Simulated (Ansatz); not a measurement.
Reaction (SMILES): Nc1[c-]scc1 → [NH-]c1ccsc1
Each molecule is optimised on its own at B3LYP-D3(BJ)/def2-TZVP (Ansatz, a quantum-chemistry and plane-wave program), one conformer each, not searched for the lowest. Unstable Hartree-Fock reference: Nc1[c-]scc1.

Quantity: isomerisation energy (electronic energy difference), in eV. Correlated levels leave the core frozen unless marked. No spin-orbit coupling. Non-relativistic unless marked X2C. Anions need diffuse functions: aug- sets have them; def2-D sets add few; the other sets have none. Basis-set limits of correlation are two-point, X^-3; Hartree-Fock from the larger set.

```json
[
 {"level": "B3LYP-D4/def2-TZVPD", "program": "Ansatz + dftd4", "isomerisation energy (eV)": "[?]"},
 {"level": "r2SCAN0-D4/def2-TZVPD", "program": "Ansatz + dftd4", "isomerisation energy (eV)": "-0.50"},
 {"level": "SCS-MP2/STO-3G", "program": "Ansatz", "isomerisation energy (eV)": "-0.70"},
 {"level": "X2C-CCSD(T)/cc-pVTZ-DK", "program": "Ansatz", "isomerisation energy (eV)": "-0.35"},
 {"level": "CCSD(T)/CBS(aug-cc-pV(T+d)Z,aug-cc-pV(Q+d)Z)", "program": "Ansatz", "isomerisation energy (eV)": "[?]"}
]
```

### Question
Some entries are withheld; supply them.

### Answer

- B3LYP-D4/def2-TZVPD, isomerisation energy (eV): -0.53
- CCSD(T)/CBS(aug-cc-pV(T+d)Z,aug-cc-pV(Q+d)Z), isomerisation energy (eV): -0.40
